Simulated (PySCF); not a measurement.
**Frontier levels across methods**

Species: C₃H₁₀BP.
Geometry (PBE0-D3(BJ)/def2-SVP, Å), atoms numbered from 1 in this order:
```xyz
15
C3H10BP angstrom
C     -1.8048    0.8460   -0.0011
C     -0.7983   -0.2146   -0.4252
B      0.7447    0.0683   -0.2851
C      1.7649   -1.1154   -0.4719
P      1.3867    1.7504    0.3458
H     -1.6804    1.1186    1.0593
H     -2.8441    0.5070   -0.1317
H     -1.6893    1.7712   -0.5873
H     -1.0027   -1.1756    0.0856
H     -0.9342   -0.4672   -1.4974
H      1.4172   -1.8539   -1.2123
H      2.7948   -0.8173   -0.7168
H      1.8096   -1.6539    0.4943
H      2.5520    1.9116   -0.4530
H      0.5473    2.6675   -0.3436
```

Basis pcSseg-1 throughout (PySCF), one geometry. Isolated species at its PBE0-D3(BJ)/def2-SVP geometry (one conformer only).

**Question.** How do the orbital energies, the gap and the dipole change with the method?

**Answer.** 
| method | kind | HOMO (eV) | LUMO (eV) | gap (eV) | μ (D) | SCF cycles |
| --- | --- | --- | --- | --- | --- | --- |
| BLYP | GGA | -5.79 | -1.60 | 4.19 | 1.08 | 13 |
| B97-D | GGA | -5.91 | -1.60 | 4.30 | 1.16 | 13 |
| OPBE | GGA | -5.93 | -1.67 | 4.26 | 1.26 | 13 |
| PBE | GGA | -5.96 | -1.78 | 4.18 | 1.17 | 13 |
| KT3 | GGA | -6.01 | -1.74 | 4.27 | 1.11 | 14 |
| KT2 | GGA | -6.02 | -1.80 | 4.21 | 1.12 | 14 |
| LDA | LDA | -6.05 | -1.96 | 4.10 | 1.19 | 13 |
| BP86 | GGA | -6.06 | -1.85 | 4.21 | 1.18 | 13 |
| B97-2 | global hybrid | -6.82 | -0.87 | 5.95 | 1.26 | 12 |
| B3LYP | global hybrid | -6.84 | -1.04 | 5.79 | 1.17 | 12 |
| PBE0 | global hybrid | -7.06 | -0.87 | 6.19 | 1.26 | 12 |
| mPW1PW91 | global hybrid | -7.08 | -0.88 | 6.21 | 1.26 | 12 |
| BHandHLYP | global hybrid | -8.02 | 0.19 | 8.21 | 1.26 | 12 |
| CAM-B3LYP | range-separated hybrid | -8.32 | 0.27 | 8.59 | 1.23 | 12 |
| wB97X-D | range-separated hybrid | -8.90 | 0.95 | 9.85 | 1.33 | 12 |
| HF | Hartree–Fock | -9.54 | 2.74 | 12.28 | 1.41 | 10 |
| LC-wPBE | range-separated hybrid | -9.68 | 1.35 | 11.03 | 1.39 | 12 |

The HOMO spans 3.88 eV, from BLYP down to LC-wPBE, and the gap runs from 4.10 eV (LDA) to 12.28 eV (HF). Over the methods BLYP (0 %), B97-D (0 %), OPBE (0 %), PBE (0 %), KT3 (0 %), KT2 (0 %), LDA (0 %), BP86 (0 %), B97-2 (21 %), B3LYP (20 %), PBE0 (25 %), mPW1PW91 (25 %), BHandHLYP (50 %), HF (100 %), a straight line through the gap against the share of exact exchange rises by 0.80 eV for each 10 % (correlation coefficient 1.000). The dipole ranges from 1.08 D (BLYP) to 1.41 D (HF). This basis has no diffuse functions.
